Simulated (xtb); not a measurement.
Input file for xtb: GFN1-xTB on SO2 (SMILES O=S=O).

```
$ xtb mol.xyz --gfn 1 --sp --chrg 0 --uhf 0
3

S     -0.00000000    -0.00000000     0.48775336
O      0.00000000     1.23858797    -0.24382668
O      0.00000000    -1.23858797    -0.24382668
```

It printed:

```
[...]
           -------------------------------------------------
          |                Calculation Setup                |
           -------------------------------------------------



           -------------------------------------------------
          |                 G F N 1 - x T B                 |
           -------------------------------------------------

        Reference                      10.1021/acs.jctc.7b00118
      * Hamiltonian:
        H0-scaling (s, p, d)           1.850000    2.250000    2.000000
        zeta-weighting                 0.000000
      * Dispersion:
        s8                             2.400000
        a1                             0.630000
        a2                             5.000000
        s9                             0.000000
      * Repulsion:
        kExp                           1.500000
        rExp                           1.000000
      * Coulomb:
        alpha                          2.000000
        third order                    atomic
        anisotropic                    false
      * Halogen bond correction:
        rad-scale                      1.300000
        damping                        0.440000


          ...................................................
          :                      SETUP                      :
          :.................................................:
          :  # basis functions                  18          :
          :  # atomic orbitals                  17          :
          :  # shells                            7          :
          :  # electrons                        18          :
          :  # halogen bonds                     0          :
          :  max. iterations                   250          :
          :  Hamiltonian                  GFN1-xTB          :
          :  restarted?                      false          :
          :  GBSA solvation                  false          :
          :  PC potential                    false          :
          :  electronic temp.          300.0000000     K    :
          :  accuracy                    1.0000000          :
          :  -> integral cutoff          0.2500000E+02      :
          :  -> integral neglect         0.1000000E-07      :
          :  -> SCF convergence          0.1000000E-05 Eh   :
          :  -> wf. convergence          0.2000000E-04 e    :
          :  Broyden damping             0.4000000          :
          :  net charge                          0          :
          :  unpaired electrons                  0          :
          ...................................................

 iter      E             dE          RMSdq      gap      omega  full diag
   1    -13.0471540 -0.130472E+02  0.771E+00    3.52       0.0  T
   2    -13.0453701  0.178386E-02  0.411E+00    3.34       1.0  T
   3    -12.9972659  0.481042E-01  0.328E+00    3.79       1.0  T
   4    -13.0493830 -0.521171E-01  0.645E-02    3.43       1.0  T
   5    -13.0494047 -0.217128E-04  0.272E-02    3.43       2.1  T
   6    -13.0494057 -0.940738E-06  0.345E-03    3.43      16.7  T
   7    -13.0494058 -0.876260E-07  0.557E-05    3.43    1036.0  T
   8    -13.0494058 -0.217710E-10  0.650E-06    3.43    8883.8  T

   *** convergence criteria satisfied after 8 iterations ***

         #    Occupation            Energy/Eh            Energy/eV
      -------------------------------------------------------------
         1        2.0000           -1.0688852             -29.0858
       ...           ...                  ...                  ...
         3        2.0000           -0.8041127             -21.8810
         4        2.0000           -0.6997088             -19.0400
         5        2.0000           -0.6877647             -18.7150
         6        2.0000           -0.6752431             -18.3743
         7        2.0000           -0.6138278             -16.7031
         8        2.0000           -0.5962065             -16.2236
         9        2.0000           -0.5561833             -15.1345 (HOMO)
        10                         -0.4302761             -11.7084 (LUMO)
        11                         -0.2834213              -7.7123
        12                         -0.2429580              -6.6112
        13                         -0.1504547              -4.0941
        14                         -0.0802914              -2.1848
       ...                                ...                  ...
        17                          1.0943446              29.7786
      -------------------------------------------------------------
                  HL-Gap            0.1259071 Eh            3.4261 eV
             Fermi-level           -0.4932297 Eh          -13.4215 eV

 SCC (total)                   0 d,  0 h,  0 min,  0.003 sec
 SCC setup                      ...        0 min,  0.000 sec (  4.735%)
 Dispersion                     ...        0 min,  0.000 sec (  2.241%)
 classical contributions        ...        0 min,  0.000 sec (  1.477%)
 integral evaluation            ...        0 min,  0.001 sec ( 22.573%)
 iterations                     ...        0 min,  0.001 sec ( 43.986%)
 molecular gradient             ...        0 min,  0.001 sec ( 19.277%)
 printout                       ...        0 min,  0.000 sec (  5.267%)

         :::::::::::::::::::::::::::::::::::::::::::::::::::::
         ::                     SUMMARY                     ::
         :::::::::::::::::::::::::::::::::::::::::::::::::::::
         :: total energy             -12.994999254843 Eh    ::
         :: gradient norm              0.001273876111 Eh/a0 ::
         :: HOMO-LUMO gap              3.426107687511 eV    ::
         ::.................................................::
         :: SCC energy               -13.049405762037 Eh    ::
         :: -> electrostatic           0.043089680382 Eh    ::
         :: repulsion energy           0.054909167169 Eh    ::
         :: dispersion energy         -0.000502659976 Eh    ::
         :: halogen bond corr.         0.000000000000 Eh    ::
         :: add. restraining           0.000000000000 Eh    ::
         :: total charge              -0.000000000000 e     ::
         :::::::::::::::::::::::::::::::::::::::::::::::::::::

           -------------------------------------------------
          |                Property Printout                |
           -------------------------------------------------

    * Orbital Energies and Occupations

         #    Occupation            Energy/Eh            Energy/eV
      -------------------------------------------------------------
         1        2.0000           -1.0688852             -29.0858
         2        2.0000           -0.8766578             -23.8551
         3        2.0000           -0.8041127             -21.8810
         4        2.0000           -0.6997088             -19.0400
         5        2.0000           -0.6877647             -18.7150
         6        2.0000           -0.6752431             -18.3743
         7        2.0000           -0.6138278             -16.7031
         8        2.0000           -0.5962065             -16.2236
         9        2.0000           -0.5561833             -15.1345 (HOMO)
        10                         -0.4302761             -11.7084 (LUMO)
        11                         -0.2834213              -7.7123
        12                         -0.2429580              -6.6112
        13                         -0.1504547              -4.0941
        14                         -0.0802914              -2.1848
        15                         -0.0719928              -1.9590
        16                          0.4447502              12.1023
        17                          1.0943446              29.7786
      -------------------------------------------------------------
Note: The following floating-point exceptions are signalling: IEEE_DENORMAL
normal termination of xtb
                  HL-Gap            0.1259071 Eh            3.4261 eV
             Fermi-level           -0.4932297 Eh          -13.4215 eV

  Mulliken/CM5 charges         n(s)   n(p)   n(d)
     1S     0.52703  0.61318   1.832  2.938  0.703
     2O    -0.26351 -0.30659   1.719  4.545  0.000
     3O    -0.26351 -0.30659   1.719  4.545  0.000

Wiberg/Mayer (AO) data.
largest (>0.10) Wiberg bond orders for each atom

 ---------------------------------------------------------------------------
     #   Z sym  total        # sym  WBO       # sym  WBO       # sym  WBO
 ---------------------------------------------------------------------------
     1  16 S    4.117 --     3 O    2.059     2 O    2.059
     2   8 O    2.293 --     1 S    2.059     3 O    0.234
     3   8 O    2.293 --     1 S    2.059     2 O    0.234
 ---------------------------------------------------------------------------

Topologies differ in total number of bonds
Writing topology from bond orders to xtbtopo.mol

 dipole moment from electron density (au)
     X       Y       Z
  -0.0000  -0.0000   0.9536  total (Debye):    2.424


           -------------------------------------------------
          | TOTAL ENERGY              -12.994999254843 Eh   |
          | GRADIENT NORM               0.001273876111 Eh/α |
          | HOMO-LUMO GAP               3.426107687511 eV   |
           -------------------------------------------------

------------------------------------------------------------------------
------------------------------------------------------------------------
 total:
 SCF:
```

The run finished.

Cost: very roughly 0.04 core-seconds.
